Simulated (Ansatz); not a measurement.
Geometry optimisation, Ansatz 0.2.0, RKS B3LYP/6-31G*.

input.yaml

```yaml
crystal:
  periodic: [false, false, false]
  atoms:
    - { symbol: B, position_ang: [0.0, 0.0, 0.0] }
    - { symbol: O, position_ang: [0.0, 0.0, 1.41] }
    - { symbol: H, position_ang: [-0.9095, -0.2814, 1.7471] }
    - { symbol: "N", position_ang: [1.3423, 0.0, -0.775] }
    - { symbol: H, position_ang: [1.8089, -0.9179, -1.0268] }
    - { symbol: H, position_ang: [1.7937, 0.9179, -1.0532] }
    - { symbol: Cl, position_ang: [-1.6108, 0.0, -0.93] }
basis:
  gaussian: { orbitals: "6-31G*" }
hamiltonian:
  xc: b3lyp
relax:
  f_tol: 0.02
  max_steps: 40
```

Run as:

```bash
$ ansatz run input.yaml --threads 1 --pin off --max-ram 2048MiB --backend cpu --events-out ev --progress --plain --runs-dir out
```

**Question.** Where does it end, and by what steps?

**Answer.** The run converged. After 10 steps the energy has fallen by 1.392 eV; H6 moved furthest, 0.98 Å.

```tsv
step	energy less start (eV)	largest force component (eV/Å)	accepted
0	0.0000	2.315	yes
1	-0.3440	3.051	yes
2	-0.4978	2.559	yes
3	-0.7118	1.722	yes
4	-0.9732	1.214	yes
5	-1.2138	0.792	yes
6	-1.3648	0.274	yes
7	-1.3909	0.149	yes
8	-1.3914	0.039	yes
9	-1.3914	0.043	yes
10	-1.3916	0.003	yes
```

```xyz
7
Properties=species:S:1:pos:R:3
B 0.054 -0.004 -0.010
O 0.006 -0.471 1.271
H -0.881 -0.413 1.651
N 1.251 -0.005 -0.732
H 2.110 -0.349 -0.327
H 1.329 0.330 -1.679
Cl -1.446 0.628 -0.802
```

Run time: 18 s on 1 thread of Intel(R) Xeon(R) 6975P-C (Granite Rapids) (shared host), peak memory 0.17 GiB.
